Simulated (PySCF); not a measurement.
Isomers of C2H13NO2Si3, one GFN2-xTB conformer each. Single-point energies are computed at PBE0/pcSseg-1 (PySCF, gas phase, no added dispersion term), electronic only.

Question: Rank them by PBE0/pcSseg-1 energy, lowest first (kJ/mol).
A. `[CH3:1][O:2][SiH:3]([O:4][CH3:5])[N:6]([SiH3:7])[SiH3:8]` with C1–O2–Si3–O4 173°, O2–Si3–O4–C5 166°, O2–Si3–N6–Si7 149°
B. `[CH3:1][N:2]([CH3:3])[SiH2:4][O:5][SiH2:6][O:7][SiH3:8]` with C1–N2–Si4–O5 37°, N2–Si4–O5–Si6 46°, Si4–O5–Si6–O7 -87°
C. `[CH3:1][CH2:2][O:3][Si@H:4]([OH:5])[SiH2:6][SiH2:7][NH2:8]` with C1–C2–O3–Si4 143°, C2–O3–Si4–O5 -52°, O3–Si4–O5–H -68°, O3–Si4–Si6–Si7 5°, Si4–Si6–Si7–N8 176°

Answer: B (0.0), A (120.2), C (165.8).

As drawn, the highest has an O–H bond, an N–H bond and an Si–Si bond, which the lowest lacks. GFN2-xTB itself gives, in the same order: 0.0, 229.3, 426.7. Both levels put the same isomer lowest; measured from each level's own lowest isomer, the values differ by up to 260.9 kJ/mol (CCO[Si@H](O)[SiH2][SiH2]N: 426.7 against 165.8).

Question: Which frontier levels, dipoles and rotational constants go with these structures?

Answer: 
```
                    SMILES  HOMO (eV, PBE0/pcSseg-1)  LUMO (eV)  dipole (D)       A, B, C (MHz)
 CN(C)[SiH2]O[SiH2]O[SiH3]                     -6.38       0.38        1.27  1802, 647.5, 503.7
CO[SiH](OC)N([SiH3])[SiH3]                     -7.66       0.14        1.44  1229, 988.6, 784.5
 CCO[Si@H](O)[SiH2][SiH2]N                     -7.12      -0.26        1.27  1473, 666.6, 494.3
```
